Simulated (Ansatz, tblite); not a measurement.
Forces on Be₂Te₂⁻ at its PBE0-D4/def2-TZVPD geometry. The state is a doublet with charge -1.

In the def2 sets Te takes a core potential; there is no spin–orbit coupling. The xTB rows come from tblite. At r2SCAN-D4/def2-TZVPD the highest occupied level of the charge -1 doublet lies above zero (up to 0.11 eV). By energy differences its removal costs 1.85 eV (vertical, to the charge 0 singlet, at r2SCAN-D4/def2-TZVPD); a positive level beside a positive removal energy at the same level points to self-interaction error. The structure comes from a short search, and lower isomers may exist.

GFN1-xTB (tblite), largest force 1.64 eV/Å:

```xyz
4
positions Å, forces eV/Å
Be    0.611    0.346   -0.871    0.894    0.507   -1.275
Be   -0.611   -0.347    0.872   -0.891   -0.505    1.270
Te    0.755    1.466    1.112    0.501    0.974    0.742
Te   -0.755   -1.466   -1.113   -0.504   -0.976   -0.738
```

GFN2-xTB (tblite), largest force 1.11 eV/Å:

```
Be 0.596 0.338 -0.850
Be -0.604 -0.343 0.862
Te 0.391 0.753 0.563
Te -0.382 -0.748 -0.575
```

r2SCAN-D4/def2-TZVPD (Ansatz), largest force 0.15 eV/Å:

```
Be 0.030 0.017 -0.043
Be -0.029 -0.016 0.041
Te 0.055 0.108 0.083
Te -0.057 -0.109 -0.082
```
